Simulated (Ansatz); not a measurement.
## Worked example: HOF + C2H2F3I → HOI + C2H2F4

Species: HOF (hypofluorous acid) `OF`, singlet; C2H2F3I (1,1,1-trifluoro-2-iodoethane) `FC(F)(F)CI`, singlet; HOI (hypoiodous acid) `OI`, singlet; C2H2F4 (norflurane) `FCC(F)(F)F`, singlet. The partners trade F for I: O–F and C–I bonds give way to O–I and C–F.

Shapes, held fixed at every level: PBE0-D4/def2-TZVP. Programs: Ansatz 0.2.0. The zero-point and thermal change to 298 K, harmonic and unscaled (PBE0-D4/def2-TZVP), is +2.3 kJ/mol.

At CCSD(T)/def2-TZVPP; 1 Eh = 2625.50 kJ/mol:

```
species  energy (Eh)
    HOF  -175.341719
C2H2F3I  -673.650271
    HOI  -372.835641
 C2H2F4  -476.241190
```

Task: Work out ΔH(298 K) of the reaction at this level.

Result: 
1. Products less reactants: (-372.835641) + (-476.241190) − [(-175.341719) + (-673.650271)] = -0.084841 Eh = -222.8 kJ/mol.
2. With the thermal change: -222.8 + (+2.3) = -220.5 kJ/mol.

Other levels give -245.7 (HF/def2-SVP) to -223.8 kJ/mol (SPW92/def2-TZVPP). No measured value is set beside it here. For atoms past krypton def2 sets carry core potentials with scalar relativity. Outer-core shells of I are correlated, in sets that cover them unevenly. CCSD(T)/def2-TZVPP lies outside the range of all other levels here, so it shouldn't be taken on trust.
